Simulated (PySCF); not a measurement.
Job for PySCF: R-M06-2X/def2-TZVPP on FH2NSi (SMILES N[Si]F), a point of a torsion scan.

```python
from pyscf import gto, dft

mol = gto.M(
    atom='''
    N    -0.67884941   -0.06717166    0.21148166
    Si    0.94584597   -0.53860319    0.55699228
    F     1.55239094   -0.66532501   -0.98103657
    H    -0.90057604    0.91559464    0.14412614
    H    -1.13438301   -0.54172282   -0.56267705
    ''',
    basis='def2-tzvpp',
    charge=0, spin=0, verbose=4, max_memory=1800)
mf = dft.RKS(mol, xc='m062x').density_fit(auxbasis='def2-universal-jkfit')
mf.grids.level = 4
mf.conv_tol = 1e-9
mf.max_cycle = 150
mf.kernel()
mf.dip_moment()
```

Output:

```
PySCF version 2.14.0

[INPUT] verbose = 4
[INPUT] num. atoms = 5
[INPUT] num. electrons = 32
[INPUT] charge = 0
[INPUT] spin (= nelec alpha-beta = 2S) = 0
[INPUT] symmetry False subgroup None
[INPUT] Mole.unit = angstrom
[INPUT] Symbol           X                Y                Z      unit          X                Y                Z       unit  Magmom
[INPUT]  1 N     -0.678849410000  -0.067171660000   0.211481660000 AA   -1.282839464723  -0.126936040732   0.399642417768 Bohr   0.0
[INPUT]  2 Si     0.945845970000  -0.538603190000   0.556992280000 AA    1.787389839324  -1.017812518917   1.052562862697 Bohr   0.0
[INPUT]  3 F      1.552390940000  -0.665325010000  -0.981036570000 AA    2.933593714856  -1.257282052724  -1.853890435483 Bohr   0.0
[INPUT]  4 H     -0.900576040000   0.915594640000   0.144126140000 AA   -1.701842069945   1.730223110720   0.272358931991 Bohr   0.0
[INPUT]  5 H     -1.134383010000  -0.541722820000  -0.562677050000 AA   -2.143673209260  -1.023707765227  -1.063305521078 Bohr   0.0

nuclear repulsion = 100.221265869214
number of shells = 48
number of NR pGTOs = 187
number of NR cGTOs = 132
basis = def2-tzvpp
ecp = {}


******** <class 'pyscf.df.df_jk.DFRKS'> ********
method = DFRKS
initial guess = minao
damping factor = 0
level_shift factor = 0
DIIS = <class 'pyscf.scf.diis.CDIIS'>
diis_start_cycle = 1
diis_space = 8
diis_damp = 0
SCF conv_tol = 1e-09
SCF conv_tol_grad = None
SCF max_cycles = 150
direct_scf = False
XC library pyscf.dft.libxc version 7.1.2
    S. Lehtola, C. Steigemann, M. J. T. Oliveira, and M. A. L. Marques,  SoftwareX 7, 1–5 (2018)
XC functionals = m062x
    Y. Zhao and D. G. Truhlar,  Theor. Chem. Acc. 120, 215 (2008)
    Y. Zhao and D. G. Truhlar,  Theor. Chem. Acc. 120, 215 (2008)
radial grids:
    Treutler-Ahlrichs [JCP 102, 346 (1995); DOI:10.1063/1.469408] (M4) radial grids

becke partition: Becke, JCP 88, 2547 (1988); DOI:10.1063/1.454033
pruning grids: <function nwchem_prune>
grids dens level: 4
symmetrized grids: False
atomic radii adjust function: <function treutler_atomic_radii_adjust>
small_rho_cutoff = 0
Set gradient conv threshold to 3.16228e-05
Initial guess from minao.
tot grids = 117048
******** <class 'pyscf.df.df.DF'> ********
auxbasis = def2-universal-jkfit
init E= -445.373377916823
  HOMO = -0.265477789136405  LUMO = -0.0795691061613795  gap/eV = 5.05883
cycle= 1 E= -445.276467073509  delta_E= 0.0969  |g|= 0.591  |ddm|= 1.72
  HOMO = -0.284087426158298  LUMO = -0.0461831374415453  gap/eV = 6.47371
cycle= 2 E= -445.252175085094  delta_E= 0.0243  |g|= 0.768  |ddm|= 0.662
  HOMO = -0.309094732344866  LUMO = -0.0449528273442965  gap/eV = 7.18767
cycle= 3 E= -445.342013587309  delta_E= -0.0898  |g|= 0.0408  |ddm|= 0.321
  HOMO = -0.309260134254708  LUMO = -0.0430185002121135  gap/eV = 7.24480
cycle= 4 E= -445.342192244461  delta_E= -0.000179  |g|= 0.0293  |ddm|= 0.0403
  HOMO = -0.30857022967645  LUMO = -0.0422926920646631  gap/eV = 7.24578
cycle= 5 E= -445.342348921967  delta_E= -0.000157  |g|= 0.00522  |ddm|= 0.0191
  HOMO = -0.308636534214166  LUMO = -0.0423214805895782  gap/eV = 7.24680
cycle= 6 E= -445.342355050567  delta_E= -6.13e-06  |g|= 0.000759  |ddm|= 0.00406
  HOMO = -0.308650205306922  LUMO = -0.0423494323132374  gap/eV = 7.24641
cycle= 7 E= -445.34235525976  delta_E= -2.09e-07  |g|= 0.000141  |ddm|= 0.00112
  HOMO = -0.308641904386421  LUMO = -0.0423434306315613  gap/eV = 7.24635
cycle= 8 E= -445.342355272655  delta_E= -1.29e-08  |g|= 3.74e-05  |ddm|= 0.000278
  HOMO = -0.308642396927902  LUMO = -0.0423432432633746  gap/eV = 7.24637
cycle= 9 E= -445.342355273967  delta_E= -1.31e-09  |g|= 1.26e-05  |ddm|= 8.53e-05
  HOMO = -0.308641523660209  LUMO = -0.0423425475890227  gap/eV = 7.24636
cycle= 10 E= -445.342355274093  delta_E= -1.26e-10  |g|= 3.52e-06  |ddm|= 2.52e-05
  HOMO = -0.308641718737151  LUMO = -0.0423426714678357  gap/eV = 7.24637
Extra cycle  E= -445.342355274103  delta_E= -9.32e-12  |g|= 2.4e-06  |ddm|= 7.25e-06
converged SCF energy = -445.342355274103
Dipole moment(X, Y, Z, Debye): -1.42720,  0.73714,  0.06799
```

The calculation finished and met its thresholds.

Cost: roughly 12 core-seconds.
